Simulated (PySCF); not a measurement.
# Tin: a sound run and one with changed settings

Sound run: Sn [Kr] 4d10 5s2 5p2, Sn⁺ [Kr] 4d10 5s2 5p1. Calculation: PySCF 2.14, in x2c-TZVPall; the spin-free X2C one-electron Hamiltonian (Gaussian nucleus). In the sound run the correlated levels freeze [Kr] 4d10. The sound run starts from symmetry-adapted Hartree-Fock orbitals and uses a fine grid where one is needed.

Changed run: a valence shell is frozen. This setting is unsound on purpose.

```json
{"species": "Sn", "method": "MP2", "sound run (hartree)": "-6173.79043", "changed run (hartree)": "-6173.75252", "converged": "yes"}
```

Ionisation energy of Sn:

```tsv
method	sound run (eV)	changed run (eV)
UHF	6.859	6.859
MP2	7.143	6.967
SCS-MP2	7.081	6.895
```

Freezing a valence shell removes pair correlation that changes on ionisation.

For comparison, NIST gives 7.344 eV between the lowest levels.
